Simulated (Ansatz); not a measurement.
One change: `[SiH3]O[SiH2]O[SiH3]` becomes `[AlH2][SiH2]O[SiH3]`.

Ansatz, PBE0-D4/def2-TZVP geometries, multiplicity 1. Each molecule was computed in one conformer, which needn't be the lowest.

```
                                          property  `[SiH3]O[SiH2]O[SiH3]`
             HOMO energy (ωB97M-V/def2-TZVPP) / eV                  -10.92
size of the dipole moment (ωB97M-V/def2-TZVPP) / D                    0.24
                 HOMO energy (PBE/def2-TZVPP) / eV                   -7.23
               HOMO energy (B3LYP/def2-TZVPP) / eV                   -8.44
             HOMO–LUMO gap (B3LYP/def2-TZVPP) / eV                    8.15
             LUMO energy (ωB97M-V/def2-TZVPP) / eV                    1.58
```

Question: What does the change do to each property? (An estimate is asked.)

Answer: Ansatz gave: 
| property | `[AlH2][SiH2]O[SiH3]` | shift |
| --- | --- | --- |
| HOMO energy (ωB97M-V/def2-TZVPP) / eV | -9.40 | 1.52 |
| size of the dipole moment (ωB97M-V/def2-TZVPP) / D | 0.20 | -0.04 |
| HOMO energy (PBE/def2-TZVPP) / eV | -6.28 | 0.95 |
| HOMO energy (B3LYP/def2-TZVPP) / eV | -7.20 | 1.24 |
| HOMO–LUMO gap (B3LYP/def2-TZVPP) / eV | 4.89 | -3.26 |
| LUMO energy (ωB97M-V/def2-TZVPP) / eV | -0.48 | -2.06 |

With PBE0 the HOMO rises by 1.25 eV and the LUMO falls by 2.03 eV, so the gap narrows by about 3.28 eV. PBE moves the HOMO by 0.95 eV and ωB97M-V by 1.52 eV. Dipoles are sizes alone; their direction can turn.

B3LYP here is the variant with VWN-RPA as its local correlation; programs differ in this.
